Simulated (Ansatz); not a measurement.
Basis sets compared for Al₈As₈H₂₂, a nanocrystal cut from wurtzite AlAs (hydrogen-capped). The state is a singlet with charge 0. Geometry PBE-D4/def2-SVP. Ansatz on 2 threads of AMD EPYC 7R13 on a shared host and a share (18 GiB) of an NVIDIA H100 80GB HBM3; times are rough, and most runs start from earlier orbitals.

```xyz
38

Al   -2.652    0.982    3.841
As   -0.402    2.200    3.784
As   -2.185   -0.450    1.822
Al   -2.014    0.858   -0.285
Al    1.398    1.748    2.096
As    0.218    1.993   -0.082
As   -1.707   -0.670   -2.222
Al   -1.670    0.530   -4.437
Al    1.869    1.532   -1.887
As    0.515    1.782   -3.985
Al   -0.343   -2.039    2.286
As    1.753   -0.704    2.161
As   -0.243   -3.373    0.154
Al    0.172   -2.276   -2.072
Al    3.431   -1.598    0.492
As    2.198   -0.908   -1.608
H    -3.768    2.081    3.512
H    -2.627    0.079    5.164
H    -0.628    3.708    3.769
H     0.266    2.124    5.153
H    -3.421   -1.331    1.638
H    -3.196    1.915   -0.482
H     2.691    2.666    2.280
H    -0.083    3.485   -0.199
H    -2.962   -1.541   -2.237
H    -2.823    1.639   -4.501
H    -1.343   -0.510   -5.611
H     3.181    2.441   -1.863
H     0.305    3.280   -4.176
H     1.481    1.578   -5.146
H    -0.505   -2.966    3.576
H     2.387   -0.947    3.529
H    -1.558   -4.140    0.040
H     0.686   -4.569    0.329
H     0.303   -3.337   -3.258
H     4.798   -0.773    0.609
H     3.350   -3.203    0.569
H     3.130   -1.288   -2.756
```

Single mean-field runs in def2-SVP, def2-TZVP are fitted with def2-universal-jkfit.

Binding counts from free atoms (Al doublet, As quartet, H doublet) in the same basis, without a counterpoise term.

```tsv
level	functions	energy (Eh)	HOMO (eV)	LUMO (eV)	binding per atom (eV)	wall time
HF/STO-3G	238	-19600.0610	-6.42	8.79	3.45	2 s
HF/def2-SVP	510	-19819.3383	-9.46	1.38	1.94	3.1 s
PBE-D4/def2-SVP	510	-19833.5273	-6.21	-2.25	2.77	3.2 s
PBE0-D4/def2-SVP (with forces)	510	-19834.2898	-7.21	-1.58	2.76	6 s
```

Problem. Estimate the rows for PBE-D4/def2-TZVP, PBE0-D4/def2-TZVP.

Solution. 
```csv
level,functions,energy (Eh),HOMO (eV),LUMO (eV),binding per atom (eV),wall time
PBE-D4/def2-TZVP,812,-19836.4190,-6.23,-2.35,2.75,4.3 s
PBE0-D4/def2-TZVP,812,-19837.1625,-7.20,-1.65,2.75,7 s
```
